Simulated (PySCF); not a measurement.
A survey of ²⁹Si NMR shifts

[PySCF: shieldings: GIAO PBE0/pcSseg-1; coordinates at the GFN2-xTB level; rapidly exchanging positions averaged; no solvent model; one conformer; non-relativistic Hamiltonian]

Shieldings were converted by a linear fit to measured shifts: ²⁹Si (scatter 8.9 ppm rms, 25.8 ppm with the 6 outliers that the fit left out vs TMS, solution or neat liquid). A few per cent of atoms miss by over 2 rms, more outside the fitted compound classes.

(1) Give the ²⁹Si shifts of `CC(=O)[C@@H]1C[C@]1([SiH3])S[SiH3]`, `C=N[SiH]1SCCS1`, `C[C@@H](Cl)[SiH2][C@H]1C=C[SiH2]C1`, `F[SiH2]C[Si@H](P)/C=C/[SiH3]`.

(2) Match the shifts 1.6, -26.2, -42.4, -58.3, -67.3 ppm to `C=N[SiH]1SCCS1`, `Cc1cc(S[SiH3])cnn1`, `O=[P@@H]1CC[C@@H]1[SiH3]`, `O=CC1=C[SiH2][C@H]2C[C@@H]1C2`, `C=C[C@H](C)C1=C[SiH2]C1=O`.

Answers

(1) 
| compound | environment | δ (ppm) |
| --- | --- | --- |
| [CH3:1][C:2](=[O:3])[C@@H:4]1[CH2:5][C@:6]1([SiH3:7])[S:8][SiH3:9] | Si7: silicon bonded to C, 3 H | -50.8 |
| [CH3:1][C:2](=[O:3])[C@@H:4]1[CH2:5][C@:6]1([SiH3:7])[S:8][SiH3:9] | Si9: silicon bonded to S, 3 H | -52.9 |
| C=N[SiH]1SCCS1 | silicon bonded to N, 2 S, H, in a 5-membered ring | 1.6 |
| [CH3:1][C@@H:2]([Cl:3])[SiH2:4][C@H:5]1[CH:6]=[CH:7][SiH2:8][CH2:9]1 | Si4: silicon bonded to 2 C, 2 H | -28.9 |
| [CH3:1][C@@H:2]([Cl:3])[SiH2:4][C@H:5]1[CH:6]=[CH:7][SiH2:8][CH2:9]1 | Si8: silicon bonded to 2 C, 2 H, in a 5-membered ring | -30.1 |
| [F:1][SiH2:2][CH2:3][Si@H:4]([PH2:5])/[CH:6]=[CH:7]/[SiH3:8] | Si2: silicon bonded to C, F, 2 H | -2.0 |
| [F:1][SiH2:2][CH2:3][Si@H:4]([PH2:5])/[CH:6]=[CH:7]/[SiH3:8] | Si4: silicon bonded to 2 C, P, H | -29.1 |
| [F:1][SiH2:2][CH2:3][Si@H:4]([PH2:5])/[CH:6]=[CH:7]/[SiH3:8] | Si8: silicon bonded to C, 3 H | -65.6 |

(2) 1.6: C=N[SiH]1SCCS1 (silicon bonded to N, 2 S, H, in a 5-membered ring); -26.2: C=C[C@H](C)C1=C[SiH2]C1=O (silicon bonded to 2 C, 2 H, in a 4-membered ring); -42.4: O=CC1=C[SiH2][C@H]2C[C@@H]1C2 (silicon bonded to 2 C, 2 H, in a 6-membered ring); -58.3: Cc1cc(S[SiH3])cnn1 (silicon bonded to S, 3 H); -67.3: O=[P@@H]1CC[C@@H]1[SiH3] (silicon bonded to C, 3 H).
